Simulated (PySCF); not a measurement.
**A thermochemical cycle for SrH**

MP2 in PySCF with def2-SVPD on every atom (core potentials on Sr), for the lowest determinant that a PBE0 search found; no spin–orbit coupling. SrH, a doublet (σ ↑), has De = 1.53 eV to neutral atoms, and SrH⁺, a singlet (closed shell), has De = 1.80 eV to Sr⁺ + H.

At the same level the Sr atom ionises at 5.42 eV.

**Question.** What is the adiabatic ionisation energy of the molecule, and does ionisation strengthen or weaken the bond?

**Answer.** IE = IE(Sr) + De(neutral) − De(ion) = 5.42 + 1.53 − 1.80 = 5.15 eV. De changes by +0.27 eV, so ionisation strengthens the bond.

Correlated steps freeze no core orbitals. Correlated levels converge slowly with the basis: in double zeta they bind strong bonds too weakly, by up to about 1 eV, and carry superposition errors of some tenths. For an ion De counts to the pair picked by the measured ionisation energies or electron affinities, which need not be the lowest pair at this level. Where the molecule has an RHF reference, its open-shell atoms are computed with UHF. States were picked by a PBE0 search and need not be the measured ground states.
